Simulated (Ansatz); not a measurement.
Geometry optimisation, RKS CAM-B3LYP-D4/STO-3G (Ansatz).

Input:

```yaml
crystal:
  periodic: [false, false, false]
  atoms:
    - { symbol: C, position_ang: [1.6296, 1.0896, 0.6195] }
    - { symbol: C, position_ang: [0.8543, 0.099, -0.2581] }
    - { symbol: Si, position_ang: [1.5103, -1.6167, 0.0344] }
    - { symbol: B, position_ang: [-0.6459, 0.1265, 0.0115] }
    - { symbol: Si, position_ang: [-1.9501, 0.4851, -1.4582] }
    - { symbol: P, position_ang: [-1.4297, -0.1937, 1.7854] }
    - { symbol: H, position_ang: [1.491, 0.9063, 1.6928] }
    - { symbol: H, position_ang: [1.2156, 2.168, 0.4039] }
    - { symbol: H, position_ang: [2.6685, 1.1604, 0.4041] }
    - { symbol: H, position_ang: [1.0436, 0.348, -1.3013] }
    - { symbol: H, position_ang: [2.9679, -1.6356, -0.2506] }
    - { symbol: H, position_ang: [1.3734, -1.9762, 1.4769] }
    - { symbol: H, position_ang: [0.7905, -2.5579, -0.824] }
    - { symbol: H, position_ang: [-2.7594, 1.7058, -1.0972] }
    - { symbol: H, position_ang: [-1.201, 0.7007, -2.6798] }
    - { symbol: H, position_ang: [-2.8525, -0.6174, -1.5954] }
    - { symbol: H, position_ang: [-2.3104, 0.9645, 1.7497] }
    - { symbol: H, position_ang: [-2.4333, -1.1452, 1.3381] }
basis:
  gaussian: { orbitals: STO-3G }
hamiltonian:
  xc: cam_b3lyp
  dispersion: d4
relax:
  f_tol: 0.02
  max_steps: 40
output:
  orbitals: {}
```

Run as:

```bash
$ ansatz run input.yaml --threads 1 --pin off --max-ram 2048MiB --backend cpu --events-out ev --progress --plain --runs-dir out
```

Question: Where does it end, and by what steps?

Answer: The forces met the threshold. Limits of this set-up: minimal basis. After 16 steps the energy has fallen by 1.015 eV; H18 moved furthest, 1.81 Å.

```json
{"step": "0", "energy less start (eV)": "0.0000", "largest force component (eV/Å)": "3.529", "accepted": "yes"}
{"step": "1", "energy less start (eV)": "-0.4371", "largest force component (eV/Å)": "1.551", "accepted": "yes"}
{"step": "2", "energy less start (eV)": "-0.5604", "largest force component (eV/Å)": "0.455", "accepted": "yes"}
{"step": "3", "energy less start (eV)": "-0.5835", "largest force component (eV/Å)": "0.206", "accepted": "yes"}
{"step": "4", "energy less start (eV)": "-0.6068", "largest force component (eV/Å)": "0.225", "accepted": "yes"}
{"step": "5", "energy less start (eV)": "-0.6508", "largest force component (eV/Å)": "0.244", "accepted": "yes"}
{"step": "6", "energy less start (eV)": "-0.7034", "largest force component (eV/Å)": "0.458", "accepted": "yes"}
{"step": "7", "energy less start (eV)": "-0.7622", "largest force component (eV/Å)": "0.624", "accepted": "yes"}
{"step": "8", "energy less start (eV)": "-0.8385", "largest force component (eV/Å)": "0.359", "accepted": "yes"}
{"step": "9", "energy less start (eV)": "-0.8893", "largest force component (eV/Å)": "0.398", "accepted": "yes"}
{"step": "10", "energy less start (eV)": "-0.9177", "largest force component (eV/Å)": "0.951", "accepted": "yes"}
{"step": "11", "energy less start (eV)": "-0.9634", "largest force component (eV/Å)": "0.898", "accepted": "yes"}
{"step": "12", "energy less start (eV)": "-1.0078", "largest force component (eV/Å)": "0.149", "accepted": "yes"}
{"step": "13", "energy less start (eV)": "-0.9527", "largest force component (eV/Å)": "0.638", "accepted": "no"}
{"step": "14", "energy less start (eV)": "-1.0144", "largest force component (eV/Å)": "0.091", "accepted": "yes"}
{"step": "15", "energy less start (eV)": "-1.0153", "largest force component (eV/Å)": "0.042", "accepted": "yes"}
{"step": "16", "energy less start (eV)": "-1.0155", "largest force component (eV/Å)": "0.007", "accepted": "yes"}
```

```xyz
18
Properties=species:S:1:pos:R:3
C 1.521 1.037 0.999
C 0.742 0.320 -0.144
Si 1.438 -1.431 -0.362
B -0.804 0.162 0.030
Si -1.917 -0.119 -1.569
P -1.565 0.004 1.720
H 1.423 0.497 1.949
H 1.144 2.057 1.154
H 2.592 1.110 0.764
H 0.967 0.833 -1.090
H 2.845 -1.340 -0.649
H 1.256 -2.184 0.850
H 0.781 -2.116 -1.442
H -2.795 1.008 -1.760
H -1.143 -0.269 -2.773
H -2.755 -1.283 -1.440
H -0.979 1.104 2.346
H -2.790 0.623 1.469
```

The run took 90 s on 1 thread of Intel(R) Xeon(R) Platinum 8375C CPU @ 2.90GHz (Ice Lake), with other jobs on the host, peak memory 0.19 GiB.
